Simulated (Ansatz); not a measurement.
C₂H₄FNOSi, SMILES `OC1(F)C=N[SiH2]1` at its PBE0-D4/def2-TZVP geometry, where that method's forces vanish. The species carries charge 0 and has multiplicity 1.

```xyz
10

O     1.4493    0.8157    0.6428
C     0.3504    0.0019    0.5735
F     0.1784   -0.6584    1.7778
C     0.3048   -0.9836   -0.5935
N    -0.6602   -0.7106   -1.3860
Si   -1.2045    0.6502   -0.3561
H     2.2385    0.2763    0.7813
H     1.0088   -1.8132   -0.7452
H    -2.5178    0.4326    0.2972
H    -1.1478    1.9892   -0.9920
```

Question: What forces (eV/Å) does r2SCAN-D4/def2-TZVPP give on these atoms in Ansatz? (Best estimate.)

Answer: The calculation gave: 
```
O1   0.221  0.250  0.011
C2  -0.147  0.100 -0.237
F3  -0.046 -0.230  0.392
C4   0.202 -0.112  0.128
N5  -0.251  0.006 -0.295
Si6 -0.080  0.087  0.012
H7   0.056 -0.050  0.003
H8   0.040 -0.039 -0.002
H9   0.013  0.001 -0.011
H10 -0.008 -0.012 -0.002
```
